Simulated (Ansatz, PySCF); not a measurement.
C2H8GeTe (SMILES CC[Te][GeH3]), singlet, geometry from GFN2-xTB (all electrons, no relativity), with bond 12-9 at 2.4 times its length. Base run: PySCF with CASSCF(4,5)/STO-3G.

The PySCF input:
```python
from pyscf import gto, scf, mcscf
import numpy

mol = gto.Mole()
mol.atom = '''
    Te    0.447874    0.221855    0.858271
    C     1.769133   -0.787231   -0.546415
    C     1.937536   -0.031071   -1.844384
    H     1.364909   -1.779132   -0.732670
    H     2.722853   -0.898294   -0.039385
    H     2.339976    0.964218   -1.666614
    H     0.979803    0.070488   -2.356405
    H     2.621631   -0.564581   -2.504378
    Ge   -1.546807   -0.117998   -0.626794
    H    -1.433810   -1.384155   -1.427870
    H    -2.826426   -0.221025    0.145319
    H    -2.155876    2.473392   -3.072608
'''
mol.basis = 'sto-3g'
mol.charge = 0
mol.spin = 0
mol.verbose = 4
mol.build()

mf = scf.RHF(mol)
mf.kernel()
mc = mcscf.CASSCF(mf, 5, 4)
mc.fix_spin_(ss=0.0)
mc.kernel()
occ = numpy.linalg.eigvalsh(mc.fcisolver.make_rdm1(mc.ci, mc.ncas, mc.nelecas))[::-1]
ss = mc.fcisolver.spin_square(mc.ci, mc.ncas, mc.nelecas)[0]
print('natural occupations', occ.round(4), ' <S^2>', round(ss, 4))
```

Programs used: Ansatz (an electronic-structure program), PySCF; a row that names a program was run with it.

The base run was repeated with changes; each row names its change, and settings that it needs were set with it.

| change | ΔE vs base (mEh) | natural occupations | <S^2> of the state |
|---|---|---|---|
| base | 0.000 | 1.96 1.14 0.86 0.04 0.00 | 0.00 |
| start = MP2 natural orbitals | 0.000 | 1.96 1.14 0.86 0.04 0.00 | 0.00 |
| conv_tol = 1e-5 | 0.003 | 1.96 1.14 0.86 0.04 0.00 | 0.00 |
| state_average = 2 states | 22.052 | - | - |
| active space = 10 electrons, 8 orbitals | -13.055 | 2.00 1.99 1.98 1.96 1.14 0.86 0.04 0.02 | 0.00 |
| active space = 2 electrons, 2 orbitals | 18.310 | 1.14 0.86 | 0.00 |
| active space = 6 electrons, 6 orbitals | -7.526 | 1.98 1.96 1.14 0.86 0.04 0.02 | 0.00 |
| active space = 6 electrons, 7 orbitals | -8.656 | 1.98 1.96 1.14 0.86 0.04 0.02 0.00 | 0.00 |
| code = ansatz | 0.023 | - | - |
| solver = newton | 0.000 | 1.96 1.14 0.86 0.04 0.00 | 0.00 |
| code = ansatz; correction = SC-NEVPT2, all electrons | -137.7 | - | - |

Active orbitals are taken around the Fermi level unless the row says otherwise; CASSCF can end in different local minima, and two programs can end on different orbitals. State-averaged rows give the lowest state.
